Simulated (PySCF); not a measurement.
Dipole moment and polarisability across levels of theory

Compound: C₃H₆F₂Ge.
SMILES with atom numbers: `[F:1][C@@H:2]1[CH2:3][C@H:4]([F:5])[GeH2:6]1` (hydrogens: H7 on C2; H8, H9 on C3; H10 on C4; H11, H12 on Ge6)

PySCF, dipoles from the SCF density, polarisabilities from static response with core orbitals frozen. The structure is a single PBE0-D3(BJ)/def2-SVP conformer in the gas phase; no vibrational or solvent corrections. Relativistic effects, spin–orbit coupling among them, are left out although an element past zinc is present.

Question: How do dipole and polarisability depend on functional and basis here?

Answer: 

| level | μ (D) | α (Å³) | anisotropy (Å³) |
| --- | --- | --- | --- |
| LDA/def2-SVPD | 1.704 | 10.54 | 2.57 |
| PBE/def2-SVPD | 1.674 | 10.41 | 2.53 |
| B3LYP/def2-SVPD | 1.838 | 10.04 | 2.38 |
| PBE0/def2-SVPD | 1.810 | 9.93 | 2.34 |
| BHandHLYP/def2-SVPD | 1.994 | 9.60 | 2.20 |
| CAM-B3LYP/def2-SVPD | 1.919 | 9.85 | 2.22 |
| wB97X-D/def2-SVPD | 1.864 | 9.81 | 2.21 |
| LC-wPBE/def2-SVPD | 1.913 | 9.59 | 2.06 |
| HF/def2-SVPD | 2.152 | 9.15 | 2.03 |
| PBE0/6-31G* | 1.618 | 8.42 | 2.24 |
| PBE0/def2-SVP | 1.700 | 8.70 | 2.35 |
| PBE0/aug-cc-pVDZ | 1.765 | 10.11 | 2.42 |
| PBE0/def2-TZVP | 1.705 | 9.67 | 2.42 |
| PBE0/def2-TZVPD | 1.751 | 10.11 | 2.42 |

The anisotropy is √(½[(α1 − α2)² + (α2 − α3)² + (α3 − α1)²]). The dipole runs from 1.62 D (PBE0/6-31G*) to 2.15 D (HF/def2-SVPD). No reference polarisability is at hand; against PBE0 in the largest diffuse basis at hand (def2-TZVPD) the other PBE0 rows deviate by 6-31G* -17%, def2-SVP -14%, def2-SVPD -2%, aug-cc-pVDZ 0%, def2-TZVP -4%. In one basis (def2-SVPD) the functionals order the polarisability from HF (lowest) to LDA (highest), a spread of 15%. With PBE0 the polarisability is 8.93 Å³ without diffuse functions (mean of 6-31G*, def2-SVP and def2-TZVP) and 10.05 Å³ with them (mean of def2-SVPD, aug-cc-pVDZ and def2-TZVPD).

Without π bonds the low states are Rydberg-like; a valence basis with one diffuse set may place them up to an eV too high.
